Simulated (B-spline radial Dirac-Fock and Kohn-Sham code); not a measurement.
## Energy-loss ionisation edge M4 of Nd

System: the Nd atom, configuration [Xe] 4f4 6s2. These are calculated numbers from a radial finite-basis atomic code; the model is the first Born approximation with generalised oscillator strengths from a Dirac-Hartree-Slater potential (longitudinal and transverse terms; continuum final states only, so no white lines or fine structure). The edge is taken at 1003.3 eV (tabulated value).

Partial cross sections σ(β, Δ) in barn, integrated over a window Δ above the edge and up to the collection semi-angle β, for parallel illumination:

| E₀ (kV) | β (mrad) | Δ = 25 eV | Δ = 50 eV | Δ = 100 eV | Δ = 200 eV | Δ = 300 eV |
| --- | --- | --- | --- | --- | --- | --- |
| 60 | 20 | 264 | 642 | 1290 | 2260 | 2930 |
| 80 | 5 | 51.2 | 124 | 244 | 415 | 527 |
| 100 | 5 | 60.4 | 146 | 289 | 494 | 629 |
| 100 | 50 | 393 | 960 | 1960 | 3520 | 4700 |
| 120 | 5 | ? | ? | ? | ? | ? |
| 120 | 10 | 153 | 371 | 745 | 1300 | 1690 |
| 120 | 20 | 255 | 622 | 1260 | 2230 | 2930 |
| 120 | 50 | 366 | 893 | 1820 | 3290 | 4390 |
| 200 | 5 | 90.8 | 221 | 441 | 766 | 989 |
| 200 | 10 | 164 | 400 | 807 | 1420 | 1860 |
| 200 | 100 | 313 | 762 | 1560 | 2840 | 3830 |
| 300 | 5 | 108 | 264 | 530 | 930 | 1210 |
| 300 | 10 | 170 | 417 | 844 | 1500 | 1970 |
| 300 | 50 | 265 | 647 | 1320 | 2400 | 3230 |

Q: Give the row for 120 kV and 5 mrad.

A: 68.3 b for 25 eV, 165 b for 50 eV, 328 b for 100 eV, 563 b for 200 eV, 719 b for 300 eV.
